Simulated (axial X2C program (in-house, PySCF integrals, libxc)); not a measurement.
Ionising ZrCl

Calculated with an in-house relativistic program for diatomic molecules, spin-free (one-electron X2C) or two-component (2c: spin–orbit coupling with atomic mean-field Coulomb and Gaunt terms, which also bring small scalar terms), in Dyall basis sets with cores contracted in-house; open shells are unrestricted.

Basis sets: Cl dyall-av3z, Zr dyall-cv3z. Frozen shells (counts by l): ZrCl Zr 4s3p1d, Cl 2s1p, 11 electrons correlated; ZrCl⁺ Zr 4s3p1d, Cl 2s1p, 10 electrons correlated. Where the outer core of a metal is frozen, bonds come out longer and ionisation energies lower.

| Hamiltonian | level | ZrCl state | Re (Å) | ωe (cm⁻¹) | De (eV) |
| --- | --- | --- | --- | --- | --- |
| spin-free | HF | M_S = 3/2, Λ = 0 | 2.411 | 359.9 | n/a |
| spin-free | PBE0 | M_S = 3/2, Λ = 0 | 2.328 | 388.2 | 5.01 |
| spin-free | MP2 | M_S = 3/2, Λ = 0 | 2.367 | 373.6 | 4.66 |
| spin-free | CCSD | M_S = 3/2, Λ = 0 | 2.376 | 371.0 | 4.33 |
| 2c | HF | Ω = 3/2 | 2.411 | 359.8 | n/a |
| 2c | PBE0 | Ω = 3/2 | 2.328 | 388.1 | n/a |
| 2c | MP2 | Ω = 3/2 | 2.367 | 373.4 | n/a |

Adiabatic ionisation energy (minimum to minimum, no zero-point term) and constants of ZrCl⁺:

```
Hamiltonian  level     ZrCl⁺ state  IE (eV)  Re (Å)  ωe (cm⁻¹)  De (eV)  fragments
  spin-free     HF  M_S = 1, Λ = 2     5.96   2.290      430.2     3.00   Zr+ + Cl
  spin-free   PBE0  M_S = 1, Λ = 2     6.64   2.231      463.6     4.71   Zr+ + Cl
  spin-free    MP2  M_S = 1, Λ = 2     6.19   2.259      451.4     4.60   Zr+ + Cl
  spin-free   CCSD  M_S = 1, Λ = 2     6.34   2.264      451.2     4.35   Zr+ + Cl
         2c     HF           Ω = 1     5.92   2.292      428.9      n/a   Zr+ + Cl
         2c   PBE0           Ω = 1     6.59   2.231      463.2      n/a   Zr+ + Cl
         2c    MP2           Ω = 1     6.15   2.260      450.2      n/a   Zr+ + Cl
```

Task: Add the zero-point terms to the ionisation energy at MP2, 2c, and say whether the electron removed was bonding.

Result: IE0 = IE + (ωe⁺ − ωe)/2 = 6.15 + (0.005) = 6.15 eV. Re changes by -0.107 Å, but the two determinants differ by more than one electron in one block, so no single orbital tells the change.

Each entry is the lowest single determinant of a limited PBE0 search at one distance. De goes to single-determinant-based atoms at the same level (for ions the charge split of lowest energy) and is withheld (n/a) where an atom does not fit its ground term or J level. Main or longest-lived isotopes. One determinant is a doubtful description, or other states lie close, for ZrCl, ZrCl⁺; these need not be ground states, and all values refer to the states named. With several unpaired electrons the Ω given is that of one determinant, not necessarily of the lowest component. The functionals have no current term, which raises determinants with orbital currents.
